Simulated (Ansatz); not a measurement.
Ansatz (a program for electronic structure) input (CCSD(T)/aug-cc-pVDZ):

Ansatz 0.2 input:
```yaml
crystal:
  periodic: [false, false, false]
  atoms:
    - {symbol: B, position_ang: [-0.46528430, 0.13659271, -0.03609799]}
    - {symbol: C, position_ang: [-1.57128985, 1.22660866, -0.27746799]}
    - {symbol: C, position_ang: [-0.81743948, -1.37355100, 0.26455159]}
    - {symbol: O, position_ang: [0.82865959, 0.56030363, -0.09904717]}
    - {symbol: C, position_ang: [1.93543708, -0.30933492, 0.09754199]}
    - {symbol: H, position_ang: [-2.21023732, 0.94194147, -1.12057353]}
    - {symbol: H, position_ang: [-1.16362192, 2.21913980, -0.47191157]}
    - {symbol: H, position_ang: [-2.24082805, 1.28910215, 0.58736112]}
    - {symbol: H, position_ang: [-0.40648384, -1.69338788, 1.22833079]}
    - {symbol: H, position_ang: [-0.37582833, -2.04128369, -0.48322054]}
    - {symbol: H, position_ang: [-1.89119820, -1.56131090, 0.28348428]}
    - {symbol: H, position_ang: [2.84247699, 0.28383801, -0.00678243]}
    - {symbol: H, position_ang: [1.91572596, -0.75603313, 1.09427016]}
    - {symbol: H, position_ang: [1.94689307, -1.10973485, -0.64584457]}
basis:
  gaussian:
    orbitals: aug-cc-pVDZ
magnetization: {spin_polarized: false}
correlation: {method: ccsd_t, electrons: outside_noble_gas}
output: {forces: true}
```

Output:

```
Functional definition: HF
integrals: 0.94 GiB planned
1915 factors; integrals over basis functions are off by at most 9.1e-4 eV
mean field: 1.00 GiB planned
mean field evaluation 1: about -5939.8064 eV, gradient 4.5e1 eV
mean field evaluation 2: about -5939.8461 eV, gradient 4.5e1 eV
mean field evaluation 4: about -5944.8463 eV, gradient 4.8e0 eV
mean field evaluation 8: about -5944.9167 eV, gradient 2.5e-1 eV
mean field evaluation 16: about -5944.8642 eV, gradient 1.6e0 eV
mean field -5944.91701799 eV, -218.4716708016 hartree, gradient 4.6e-6 eV, S^2 0.000000; 0 other end points of the search recorded, 0 dependent functions left out
5 core orbitals not correlated
reference -5944.91701799 eV, -218.4716708016 hartree; 15, 15 occupied and 176, 176 virtual orbitals, 1915 factors
densities: 6.12 GiB planned
second order -20.02630122 eV of doubles, -0.00000000 eV of singles
coupled cluster: 3.07 GiB planned
cycle   1  -20.99675556 eV  change   -9.7e-1 eV  update   1.0e-1
cycle   2  -21.51873459 eV  change   -5.2e-1 eV  update   2.9e-2
cycle   3  -21.64551062 eV  change   -1.3e-1 eV  update   1.6e-2
cycle   4  -21.64337109 eV  change    2.1e-3 eV  update   4.4e-3
cycle   5  -21.64211983 eV  change    1.3e-3 eV  update   2.0e-3
cycle   6  -21.64231794 eV  change   -2.0e-4 eV  update   6.8e-4
cycle   7  -21.64211825 eV  change    2.0e-4 eV  update   2.4e-4
cycle   8  -21.64208724 eV  change    3.1e-5 eV  update   8.0e-5
cycle   9  -21.64211090 eV  change   -2.4e-5 eV  update   2.4e-5
cycle  10  -21.64211022 eV  change    6.8e-7 eV  update   8.0e-6
perturbative correction -0.68703435 eV, -0.0252480465 hartree
the calculation of the forces begins
Total energy: -5967.24616256 eV, -219.2922517293 hartree
Atom 0 at    -0.465284     0.136593    -0.036098 Å, force    -0.294300    -0.224649     0.040392 eV/Å
Atom 1 at    -1.571290     1.226609    -0.277468 Å, force     0.050379    -0.005695     0.002060 eV/Å
Atom 2 at    -0.817439    -1.373551     0.264552 Å, force     0.026783     0.051251    -0.009938 eV/Å
Atom 3 at     0.828660     0.560304    -0.099047 Å, force     0.348909     0.772819    -0.150837 eV/Å
Atom 4 at     1.935437    -0.309335     0.097542 Å, force    -0.021995    -0.150155     0.030127 eV/Å
Atom 5 at    -2.210237     0.941941    -1.120574 Å, force    -0.263000    -0.127935    -0.361929 eV/Å
Atom 6 at    -1.163622     2.219140    -0.471912 Å, force     0.178786     0.439006    -0.086032 eV/Å
Atom 7 at    -2.240828     1.289102     0.587361 Å, force    -0.276179     0.021628     0.373880 eV/Å
Atom 8 at    -0.406484    -1.693388     1.228331 Å, force     0.183149    -0.130968     0.423652 eV/Å
Atom 9 at    -0.375828    -2.041284    -0.483221 Å, force     0.196690    -0.284639    -0.332371 eV/Å
Atom 10 at    -1.891198    -1.561311     0.283484 Å, force    -0.482196    -0.080618     0.007750 eV/Å
Atom 11 at     2.842477     0.283838    -0.006782 Å, force     0.375669     0.255124    -0.045129 eV/Å
Atom 12 at     1.915726    -0.756033     1.094270 Å, force    -0.018204    -0.189766     0.437032 eV/Å
Atom 13 at     1.946893    -1.109735    -0.645845 Å, force    -0.004490    -0.345403    -0.328658 eV/Å
Dipole moment:     0.150272    -0.244002     0.052288 e Å
```
